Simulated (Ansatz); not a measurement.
A structure relaxed at PBE0-D4/def2-SVP in Ansatz, charge 1, doublet:

```xyz
7

Be   -0.2411   -1.1077   -1.6423
Be    0.4770    1.2666   -0.7965
Be   -0.6353   -1.7950    0.6140
Be    0.0820    0.5847    1.4532
O    -0.3860   -0.8105    1.5775
O     0.2050    0.2109   -1.7927
O     0.4985    1.6509    0.5867
```

Question: Give its formula and point group.

Answer: Be4O3⁺. Point group C2v (tolerance 0.1 Å).

Question: Summarise the bond lengths by kind (pairs closer than 1.2 times the sum of covalent radii, bridged metal pairs left out).

Answer: 6 × Be–O 1.40 to 1.48 Å.

The relaxation made no stability test and no search for a lower SCF solution. Another isomer (doublet) lies 0.81 eV lower at PBE0-D4/def2-TZVP; other spin states weren't run for this one.
